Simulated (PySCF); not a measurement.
Calculation: B3LYP-D3(BJ)/def2-TZVP // PBE-D3(BJ)/def2-SVP (PySCF). Isolated molecules, 0 K electronic values unless said otherwise. B3LYP has the VWN-RPA correlation part, as in Gaussian. 

Reference species: [Hf(F)(H)3] (neutral, multiplicity 1).

```
Property                                                        Value
------------------------------------------------------------  -------
mean distance from the central atom to its bonded neighbours  1.865 Å
dipole moment                                                  0.64 D
charge on the central atom (Mulliken)                          0.99 e
```

Changed species: [Hf(F)2(H)2] (2 of 4 F replaced by H; the reference has 3 of 4 F replaced by H).

Question: What does the change do to the mean distance from the central atom to its bonded neighbours, dipole moment and charge on the central atom (Mulliken)?

Answer: the mean distance from the central atom to its bonded neighbours rises by 0.014 Å, to 1.879 Å; the dipole moment drops by 0.35 D, to 0.29 D; the charge on the central atom (Mulliken) goes up by 0.21 e, to 1.20 e.
